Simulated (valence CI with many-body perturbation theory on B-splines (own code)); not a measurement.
# E1 transitions of La VII

Computed by valence CI with perturbative core correlation (CI+MBPT): five valence electrons over a frozen Dirac-Fock core [Kr] 4d10, radial functions for each j: 7 s, 7 p, 7 d, 7 f, 4 g, 2 h, with the one-electron correlation potential Σ1 (screened to all orders), the two-electron term Σ2, the three-electron term Σ3, Breit, model QED; selected single and double excitations, second order for the rest, scaled by the run's own slope (own B-spline code, finite nucleus).

Against measured spectra of neutral and singly charged lanthanides and actinides this method errs by a few hundred cm⁻¹ within a configuration and by up to about 5,000 between configurations. No measured spectrum was set against this ion. As an estimate, levels hold to about 250 cm⁻¹ or 0.2 % of their energy and the worst to 1 %, as in measured heavy ions of charge 2 to 7; those with d or f electrons hold less well. Among the levels kept, up to 2200 cm⁻¹ of a level comes from second order outside the variational space, and about a tenth of that is noise between levels of different J, which matters for small intervals.

Lines 301 to 350 of 529 in falling wavelength, among levels below 40.462 eV, chosen from the strongest by gf and those to the six lowest levels. Wavelengths and rates use the calculated energies, so an error of 300 cm⁻¹ moves a line at 531.1 Å by 0.16 % and its rate by three times that or more. Electric multipoles are in the length gauge, E1 and E2 with the static RPA response of the core. Weak lines are less certain than strong ones. Lines between different terms over intervals too small for the method are left out, as are lines whose strength nearly cancels. Where a level lies close to another of its J and parity, the split of strength between their lines is uncertain. The highest levels of a list are the least certain.

Names give the largest LS component (configuration and term), which can be under half, so a name can repeat, a term be missing and a line seem to break the LS rules; names also repeat where a configuration has a term twice. Letters in brackets count levels of one name in rising energy.

| λ vac (Å) | Upper | Lower | A (s⁻¹) | S (a.u.) with core polarisation | S without |
| --- | --- | --- | --- | --- | --- |
| 531.1 | 4f 5s 5p3 4F_7/2 [d] | 4f 5s2 5p2 2G°_9/2 [a] | 6.22e+08 | 3.68e-01 | 4.65e-01 |
| 531.0 | 4f 5s 5p3 2G_9/2 [d] | 4f 5s2 5p2 4G°_9/2 | 4.03e+08 | 2.98e-01 | 3.85e-01 |
| 530.9 | 4f 5s 5p3 2G_9/2 [d] | 4f 5s2 5p2 4D°_7/2 | 4.94e+08 | 3.65e-01 | 4.60e-01 |
| 530.4 | 4f 5s 5p3 4F_9/2 [d] | 4f 5s2 5p2 2G°_9/2 [a] | 1.87e+09 | 1.38e+00 | 1.74e+00 |
| 530.0 | 4f 5s 5p3 4F_5/2 [d] | 4f 5s2 5p2 4G°_7/2 [b] | 1.51e+09 | 6.65e-01 | 8.48e-01 |
| 529.5 | 4f 5s 5p3 2F_5/2 [c] | 4f 5s2 5p2 4F°_3/2 | 1.71e+09 | 7.50e-01 | 9.52e-01 |
| 527.6 | 4f 5s 5p3 4F_7/2 [d] | 4f 5s2 5p2 4D°_5/2 | 1.36e+09 | 7.89e-01 | 1.01e+00 |
| 527.2 | 4f 5s 5p3 4G_5/2 [b] | 4f 5s2 5p2 4G°_5/2 | 2.87e+08 | 1.25e-01 | 1.58e-01 |
| 525.9 | 4f 5s 5p3 2F_7/2 [c] | 4f 5s2 5p2 2D°_5/2 [a] | 7.36e+08 | 4.23e-01 | 5.37e-01 |
| 525.4 | 5s2 5p2 5d 4F_7/2 | 5s2 5p3 2D°_5/2 | 1.29e+08 | 7.37e-02 | 8.56e-02 |
| 524.8 | 4f 5s 5p3 4D_5/2 [c] | 4f 5s2 5p2 4G°_5/2 | 1.73e+08 | 7.42e-02 | 9.42e-02 |
| 524.8 | 4f 5s 5p3 2F_5/2 [c] | 4f 5s2 5p2 4D°_7/2 | 4.78e+08 | 2.05e-01 | 2.55e-01 |
| 520.4 | 4f 5s 5p3 4F_7/2 [d] | 4f 5s2 5p2 4G°_9/2 | 2.36e+09 | 1.31e+00 | 1.67e+00 |
| 520.2 | 4f 5s 5p3 4F_7/2 [d] | 4f 5s2 5p2 4D°_7/2 | 7.68e+08 | 4.27e-01 | 5.42e-01 |
| 519.6 | 4f 5s 5p3 4F_9/2 [d] | 4f 5s2 5p2 4G°_9/2 | 7.85e+08 | 5.44e-01 | 6.88e-01 |
| 519.5 | 4f 5s 5p3 4F_9/2 [d] | 4f 5s2 5p2 4D°_7/2 | 8.33e+08 | 5.77e-01 | 7.42e-01 |
| 519.3 | 4f 5s 5p3 2D_5/2 [b] | 4f 5s2 5p2 4F°_3/2 | 2.71e+08 | 1.12e-01 | 1.36e-01 |
| 519.1 | 5s2 5p2 6s 4P_5/2 | 4f 5s2 5p2 4G°_7/2 [b] | 1.12e+09 | 4.63e-01 | 5.85e-01 |
| 518.4 | 4f 5s 5p3 4F_3/2 [e] | 4f 5s2 5p2 2D°_5/2 [a] | 1.56e+09 | 4.29e-01 | 5.42e-01 |
| 517.7 | 4f 5s 5p3 2F_5/2 [c] | 4f 5s2 5p2 2D°_5/2 [a] | 2.56e+08 | 1.05e-01 | 1.32e-01 |
| 516.9 | 4f 5s 5p3 2F_5/2 [c] | 4f 5s2 5p2 4G°_7/2 [b] | 4.38e+09 | 1.79e+00 | 2.26e+00 |
| 515.1 | 5s2 5p2 5d 2F_7/2 [a] | 5s2 5p3 2D°_5/2 | 6.76e+07 | 3.65e-02 | 4.34e-02 |
| 514.5 | 4f 5s 5p3 2G_7/2 [b] | 4f 5s2 5p2 4G°_7/2 [a] | 3.55e+08 | 1.91e-01 | 2.43e-01 |
| 513.8 | 4f 5s 5p3 2F_7/2 [b] | 4f 5s2 5p2 4G°_5/2 | 2.26e+08 | 1.21e-01 | 1.54e-01 |
| 513.3 | 4f 5s 5p3 4F_7/2 [d] | 4f 5s2 5p2 2D°_5/2 [a] | 2.99e+08 | 1.60e-01 | 2.01e-01 |
| 512.7 | 5s2 5p2 5d 4D_3/2 | 5s2 5p3 2D°_5/2 | 2.01e+09 | 5.33e-01 | 6.79e-01 |
| 511.8 | 4f 5s 5p3 4F_9/2 [d] | 4f 5s2 5p2 4G°_7/2 [b] | 4.50e+08 | 2.98e-01 | 3.71e-01 |
| 506.1 | 5s2 5p2 5d 2P_3/2 [b] | 5s2 5p3 2P°_1/2 | 4.99e+08 | 1.28e-01 | 1.61e-01 |
| 505.5 | 5s2 5p2 5d 2P_3/2 [a] | 5s2 5p3 4S°_3/2 | 1.59e+08 | 4.05e-02 | 4.76e-02 |
| 505.2 | 4f 5s 5p3 6F_3/2 | 5s2 5p3 2P°_1/2 | 1.18e+08 | 3.02e-02 | 3.78e-02 |
| 505.0 | 4f 5s 5p3 2G_7/2 [b] | 4f 5s2 5p2 4G°_5/2 | 5.48e+07 | 2.79e-02 | 3.54e-02 |
| 504.3 | 5s2 5p2 5d 4D_1/2 [a] | 5s2 5p3 2D°_3/2 | 6.25e+08 | 7.92e-02 | 9.73e-02 |
| 502.5 | 5s2 5p2 5d 2D_5/2 [a] | 5s2 5p3 2P°_3/2 | 4.49e+08 | 1.69e-01 | 2.10e-01 |
| 500.2 | 5s2 5p2 5d 2P_1/2 [a] | 5s2 5p3 2P°_3/2 | 3.63e+09 | 4.48e-01 | 5.80e-01 |
| 499.7 | 5s 5p4 2P_1/2 | 5s2 5p3 4S°_3/2 | 6.44e+08 | 7.93e-02 | 1.04e-01 |
| 498.3 | 4f 5s 5p3 4F_5/2 [d] | 4f 5s2 5p2 4G°_7/2 [a] | 2.55e+08 | 9.34e-02 | 1.18e-01 |
| 497.8 | 5s2 5p2 5d 4D_5/2 | 5s2 5p3 2D°_5/2 | 8.87e+08 | 3.24e-01 | 3.90e-01 |
| 497.6 | 4f 5s 5p3 2G_9/2 [c] | 4f 5s2 5p2 4G°_7/2 [a] | 2.79e+08 | 1.69e-01 | 2.14e-01 |
| 497.6 | 4f 5s 5p3 2D_5/2 [a] | 4f 5s2 5p2 4G°_5/2 | 2.57e+08 | 9.36e-02 | 1.19e-01 |
| 494.5 | 5s2 5p2 5d 4D_3/2 | 5s2 5p3 2D°_3/2 | 3.04e+08 | 7.27e-02 | 8.36e-02 |
| 494.3 | 5s2 5p2 5d 4F_3/2 | 5s2 5p3 4S°_3/2 | 7.84e+08 | 1.87e-01 | 2.34e-01 |
| 493.9 | 4f 5s 5p3 2F_7/2 [c] | 4f 5s2 5p2 4G°_7/2 [a] | 3.42e+08 | 1.63e-01 | 2.05e-01 |
| 492.4 | 4f 5s 5p3 4F_3/2 [d] | 4f 5s2 5p2 4G°_5/2 | 1.33e+09 | 3.14e-01 | 3.94e-01 |
| 491.9 | 4f 5s 5p3 2G_9/2 [d] | 4f 5s2 5p2 4G°_7/2 [a] | 1.04e+09 | 6.14e-01 | 7.73e-01 |
| 489.4 | 4f 5s 5p3 4F_5/2 [d] | 4f 5s2 5p2 4G°_5/2 | 6.21e+08 | 2.15e-01 | 2.68e-01 |
| 488.6 | 5s2 5p2 5d 4P_1/2 | 5s2 5p3 2P°_1/2 | 2.17e+08 | 2.50e-02 | 3.14e-02 |
| 487.4 | 4f 5s 5p3 4G_5/2 [a] | 5s2 5p3 2P°_3/2 | 9.56e+07 | 3.28e-02 | 3.93e-02 |
| 486.6 | 5s2 5p2 5d 2P_1/2 [b] | 5s2 5p3 2P°_3/2 | 5.12e+08 | 5.83e-02 | 7.16e-02 |
| 485.2 | 5s2 5p2 5d 2F_5/2 [b] | 5s2 5p3 2P°_3/2 | 1.02e+09 | 3.45e-01 | 4.26e-01 |
| 485.2 | 4f 5s 5p3 2F_7/2 [c] | 4f 5s2 5p2 4G°_5/2 | 1.11e+09 | 5.01e-01 | 6.30e-01 |
